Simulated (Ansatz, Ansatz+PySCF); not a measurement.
```yaml
atoms:
  - { symbol: C, position_ang: [0.0000, -0.2774, -1.3727] }
  - { symbol: C, position_ang: [0.0000, 0.6258, 0.0000] }
  - { symbol: C, position_ang: [0.0000, -0.2774, 1.3727] }
  - { symbol: H, position_ang: [0.0000, 0.4028, -2.3480] }
  - { symbol: H, position_ang: [0.9586, -0.9815, -1.4265] }
  - { symbol: H, position_ang: [-0.9586, -0.9815, -1.4265] }
  - { symbol: H, position_ang: [-0.9495, 1.3469, 0.0000] }
  - { symbol: H, position_ang: [0.9495, 1.3469, 0.0000] }
  - { symbol: H, position_ang: [0.0000, 0.4028, 2.3480] }
  - { symbol: H, position_ang: [-0.9586, -0.9815, 1.4265] }
  - { symbol: H, position_ang: [0.9586, -0.9815, 1.4265] }
```

Basis set: def2-SVP (spherical functions). Correlated methods keep 3 orbitals frozen. Charge 0, multiplicity 1.

Computed with Ansatz (development build ahead of 0.2.0); each method stands on the lowest determinant of its kind that the runs found. Restricted open shells among the atoms or ions are ROHF, correlated in semicanonical orbitals with singles.

The atomization energy at this shape (free ground-state atoms in the same class of orbitals less the molecule, no zero-point energy) of singlet C₃H₈:

```
     method  atomization energy
RHF-CCSD(T)     944.13 kcal/mol
    RHF-MP2     940.35 kcal/mol
    UHF-MP2     939.81 kcal/mol
        UHF     749.38 kcal/mol
```

Question: What does RHF give?

Answer: 757.03 kcal/mol. Caution: the shape is not the minimum.
